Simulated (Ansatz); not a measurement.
Ligand exchange: CH3Na + C3H9BS → NaSH + C4H11B

Species: CH3Na `[CH3][Na]`, singlet; C3H9BS `CC(C)BS`, singlet; NaSH `[Na][SH]`, singlet; C4H11B `CBC(C)C`, singlet. The partners trade CH3 for SH: Na–CH3 and B–SH bonds give way to Na–SH and B–CH3.

Shapes, held fixed at every level: PBE0-D4/def2-TZVP. Flexible molecules stand in one conformer, not always the lowest. Programs: Ansatz 0.2.0. The zero-point and thermal change to 298 K, harmonic and unscaled (PBE0-D4/def2-TZVP), is +1.8 kJ/mol.

Question: Estimate ΔH(298 K) of this reaction.

Answer: The highest level, CCSD(T)/def2-TZVPP, gives ΔH(298 K) = -98.8 kJ/mol; the levels span -112.7 to -96.5. The column of differences is taken from that level and isn't an error. No measured value is set beside it here. Outer-core shells of Na are correlated in most correlated rows, in sets that cover them unevenly.

```json
{"level": "r2SCAN-D4/def2-TZVPP", "kind": "meta-GGA", "ΔH(298 K) (kJ/mol)": "-104.6", "less CCSD(T)/def2-TZVPP": "-5.8"}
{"level": "B3LYP-D4/def2-TZVPP", "kind": "global hybrid", "ΔH(298 K) (kJ/mol)": "-96.5", "less CCSD(T)/def2-TZVPP": "+2.3"}
{"level": "r2SCAN0-D4/def2-TZVPP", "kind": "global hybrid", "ΔH(298 K) (kJ/mol)": "-112.7", "less CCSD(T)/def2-TZVPP": "-13.9"}
{"level": "MP2/def2-SVP", "kind": "perturbation theory", "ΔH(298 K) (kJ/mol)": "-97.3", "less CCSD(T)/def2-TZVPP": "+1.5"}
{"level": "MP2/def2-TZVPP", "kind": "perturbation theory", "ΔH(298 K) (kJ/mol)": "-97.8", "less CCSD(T)/def2-TZVPP": "+1.0"}
{"level": "CCSD/def2-SVP", "kind": "coupled cluster or CI", "ΔH(298 K) (kJ/mol)": "-100.6", "less CCSD(T)/def2-TZVPP": "-1.8"}
{"level": "CCSD/def2-TZVPP", "kind": "coupled cluster or CI", "ΔH(298 K) (kJ/mol)": "-106.1", "less CCSD(T)/def2-TZVPP": "-7.3"}
{"level": "CCSD(T)/def2-TZVPP", "kind": "coupled cluster or CI", "ΔH(298 K) (kJ/mol)": "-98.8", "less CCSD(T)/def2-TZVPP": "0.0"}
```
